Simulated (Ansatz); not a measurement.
Program: Ansatz. Geometries: PBE0-D4/def2-TZVP. ΔE: electronic, gas phase. CCSD(T)/CBS is the MP2 limit (def2-TZVPP, def2-QZVPP) plus CCSD(T) − MP2 in def2-TZVPP, frozen cores. Functionals use def2-TZVPP. Each species was taken in one conformer, which may not be the lowest.

`C[SiH](N)O[SiH3]` + `C=C[SiH](N)OC` → `C=C[SiH](C)O[SiH3]` + `CO[SiH](N)N`  (redistribution)

`C[SiH](N)O[SiH3]`:

Cartesian coordinates in Å:
```
C -1.410 -0.955 -1.364
Si -0.625 -0.477 0.247
N 0.640 -1.562 0.625
O -0.142 1.092 0.090
Si 1.095 2.053 0.547
H -1.870 -1.943 -1.297
H -2.177 -0.231 -1.647
H -0.665 -0.978 -2.165
H -1.567 -0.527 1.394
H 0.971 -1.689 1.566
H 1.314 -1.870 -0.055
H 1.395 1.890 1.997
H 2.327 1.733 -0.224
H 0.714 3.463 0.286
```

`C=C[SiH](N)OC`:

Cartesian coordinates in Å:
```
C -2.075 1.674 -0.739
C -1.109 1.433 0.143
Si 0.284 0.260 -0.192
N -0.159 -0.846 -1.414
O 0.615 -0.384 1.288
C 1.665 -1.294 1.499
H -2.888 2.366 -0.537
H -2.088 1.183 -1.709
H -1.139 1.949 1.101
H 1.526 0.904 -0.707
H 0.509 -1.202 -2.076
H -0.987 -1.416 -1.362
H 1.489 -2.239 0.973
H 1.734 -1.502 2.569
H 2.627 -0.886 1.164
```

`C=C[SiH](C)O[SiH3]`:

```xyz
16

C     1.136    1.832   -0.892
C     0.260    1.745    0.105
Si   -0.545    0.155    0.625
C    -0.084   -0.305    2.365
O    -0.061   -1.044   -0.387
Si   -0.372   -1.794   -1.802
H     1.431    0.959   -1.469
H     1.599    2.772   -1.180
H     0.007    2.659    0.644
H    -2.026    0.303    0.520
H     0.996   -0.450    2.451
H    -0.377    0.485    3.062
H    -0.582   -1.228    2.670
H    -1.754   -1.495   -2.262
H     0.591   -1.334   -2.837
H    -0.221   -3.259   -1.615
```

`CO[SiH](N)N`:

```xyz
13

C    -1.214    0.176   -1.487
O     0.078    0.626   -1.161
Si    0.829    0.304    0.264
N     0.983   -1.398    0.369
N     0.049    0.763    1.711
H    -1.303   -0.912   -1.390
H    -1.971    0.642   -0.845
H    -1.425    0.452   -2.522
H     2.061    1.122    0.167
H     1.266   -1.928   -0.439
H     1.315   -1.820    1.220
H    -0.742    0.257    2.071
H     0.075    1.713    2.041
```

| level | ΔE (kJ/mol) | difference from CCSD(T)/CBS |
| --- | --- | --- |
| PBE0-D4 | -1.7 | 1.0 |
| PBE0 | -0.5 | 2.2 |
| HF/def2-TZVPP | -2.7 | 0.0 |
| SCS-MP2/def2-TZVPP | -2.1 | 0.6 |
| CCSD/def2-TZVPP | -2.4 | 0.3 |
| CCSD(T)/def2-TZVPP | -2.1 | 0.6 |
| SCS-MP2/def2-QZVPP | -2.5 | 0.2 |
| HF/CBS(def2) | -2.9 | -0.2 |
| MP2/CBS(def2) | -2.5 | 0.2 |
| CCSD/CBS(def2) | -3.0 | -0.3 |
| CCSD(T)/CBS | -2.7 | 0 |

Largest T1 diagnostic among the species: 0.011.
